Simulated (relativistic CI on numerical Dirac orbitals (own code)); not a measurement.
# Ni4+: M2,3 absorption edge

Computed with this model: Dirac-Coulomb-Breit CI, orbitals from a KLI potential per configuration, model QED (radiative potential, 1s self-energy scaled to tabulated hydrogen-like ionisation energies), valence Slater integrals scaled by 0.9, multiplet model of core-to-valence dipole absorption; configurations [Ar] 3d6 → [Ne] 3s2 3p5 3d7; 80 K; Lorentzian 0.8 eV and Gaussian 0.3 eV FWHM. Energies are those of the free ion, without screening or charge transfer. The branching ratio is the share of the lower-energy edge in the whole absorption, uncertain by about 0.02 where the edges overlap. S is read from ⟨S²⟩ = S(S + 1).

Field parameters in Wybourne normalisation: D3d B²₀ = −7Dσ, B⁴₀ = −14Dq − 21Dτ, B⁴₃ = −14√(10/7) Dq; D4h B²₀ = −7Ds, B⁴₀ = 21(Dq − Dt), B⁴₄ = 21√(5/14) Dq; Oh B⁴₀ = 21Dq, B⁴₄ = √(5/14) B⁴₀; Td as Oh with Dq negative (B⁴₀ = 21Dq, B⁴₄ = √(5/14) B⁴₀). The field is a parameter set, without covalency.

Peaks in eV (height, largest 100): 72.2 (34), 73.6 (16), 75.5 (16), 78.4 (100), 85.1 (21), 87.0 (57), 90.8 (7).

(1) Which surroundings give this spectrum?
A. free ion
B. Td, 10Dq = -5000 cm⁻¹
C. D4h, 10Dq = 14350, Ds = -920, Dt = 620 cm⁻¹
D. Oh, 10Dq = 23700 cm⁻¹

Results:

(1) D. Oh, 10Dq = 23700 cm⁻¹, where the ground state has S = 0.08.
